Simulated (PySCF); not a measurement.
# Ne²⁺ (neon, charge +2) across methods

[He] 2s1 2p5, high-spin 3P determinant (an excited configuration). Computed with PySCF 2.14 in dyall-av2z, with no relativity, point nucleus.

| method | E (hartree) | mean ε 2s α (eV) | mean ε 2p α (eV) | mean ε 2p β (eV) | Σ⟨r²⟩ (bohr²) | ⟨S²⟩ |
| --- | --- | --- | --- | --- | --- | --- |
| wB97M-V | -125.7644 | -87.299 | -62.380 | -57.128 | 5.094 | 2.001 |
| PBE0 | -125.6934 | -84.986 | -60.106 | -54.456 | 5.077 | 2.001 |
| wB97X | -125.7849 | -86.871 | -62.253 | -57.116 | 5.053 | 2.001 |
| r2SCAN0 | -125.7262 | -86.853 | -61.026 | -54.811 | 5.050 | 2.002 |
| UHF | -125.40093 | -99.405 | -69.952 | -60.398 | 5.054 | 2.003 |
| r2SCANh | -125.7388 | -84.283 | -59.104 | -53.425 | 5.054 | 2.001 |
| LDA | -125.0579 | -79.391 | -56.588 | -51.965 | 5.118 | 2.001 |
| r2SCAN | -125.7472 | -82.574 | -57.824 | -52.500 | 5.057 | 2.001 |

(1) Estimate the same row for PBE.

## Answers

(1) E (hartree) = -125.7091; mean ε 2s α (eV) = -79.905; mean ε 2p α (eV) = -56.546; mean ε 2p β (eV) = -51.990; Σ⟨r²⟩ (bohr²) = 5.100; ⟨S²⟩ = 2.001.
